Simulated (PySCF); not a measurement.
## Be²⁺ (beryllium, charge +2) across methods

1s2, closed-shell 1S. Calculation: PySCF 2.14, in aug-cc-pVTZ with one added diffuse shell each of s, p, d, f type (6s5p4d3f, 62 functions); no relativity, point nucleus.

```
   method  E (hartree)  mean ε 1s (eV)  Σ⟨r²⟩ (bohr²)   ⟨S²⟩
  wB97X-V     -13.6569         -140.00         0.4689  0.000
     MN15     -13.6697         -137.47         0.4743  0.000
      LDA     -13.4441         -130.69         0.4804  0.000
     PBE0     -13.6281         -137.95         0.4699  0.000
   r2SCAN     -13.6571         -134.54         0.4675  0.000
      PBE     -13.6186         -132.27         0.4725  0.000
BHandHLYP     -13.6544         -144.00         0.4685  0.000
     BP86     -13.6481         -132.50         0.4698  0.000
      UHF    -13.61116         -154.22         0.4637  0.000
```
